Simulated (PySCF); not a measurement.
SbNCl₂: from structure and modes to constants

Level of theory: PySCF, PBE0, basis Sb def2-TZVP with ECP28, N def2-TZVP, Cl def2-TZVP (scalar-relativistic core potentials, no spin–orbit coupling, density fitting).

The singlet minimum has C2v symmetry. Masses (u): Sb 120.90382, N 14.00307, Cl 34.96885.

```xyz
4
charge 0 multiplicity 1, angstrom
Sb    0.0000    0.0000    0.4066
N     0.0000    0.0000    2.2199
Cl    1.7263    0.0000   -1.1473
Cl   -1.7263    0.0000   -1.1473
```

Harmonic wavenumbers (cm⁻¹): 61.4 (b1, ×1), 136.9 (a1, ×1), 138.0 (b2, ×1), 356.2 (b2, ×1), 372.5 (a1, ×1), 897.3 (a1, ×1).

Problem. Find the vibrational entropy and heat capacity at 298.15 K.

Solution. With u = 1.43878 ω/T, each mode gives S = R[u/(eᵘ−1) − ln(1−e⁻ᵘ)] and C = R u² eᵘ/(eᵘ−1)².
| ω (cm⁻¹) | u | S (J/(mol K)) | C (J/(mol K)) |
| --- | --- | --- | --- |
| 61.4 | 0.296 | 18.46 | 8.25 |
| 136.9 | 0.661 | 11.91 | 8.02 |
| 138.0 | 0.666 | 11.84 | 8.01 |
| 356.2 | 1.719 | 4.76 | 6.54 |
| 372.5 | 1.797 | 4.48 | 6.40 |
| 897.3 | 4.330 | 0.59 | 2.11 |
The sums over all modes are S = 52.0 and C = 39.3 J/(mol K); the softest mode gives 35 % of the entropy.

Problem. Give the standard entropy (298.15 K, 1 bar) by its translational, rotational, vibrational and spin parts, and Cp.

Solution. Sackur–Tetrode with M = 204.84 u gives 175.2; rotation with symmetry number 2 gives 111.4; vibration 52.0; spin R ln 1 = 0.0. The total is 338.6 J/(mol K), and Cp = 4 R + 39.3 = 72.6 J/(mol K).

Only a few start shapes were tried, so a lower isomer may exist.
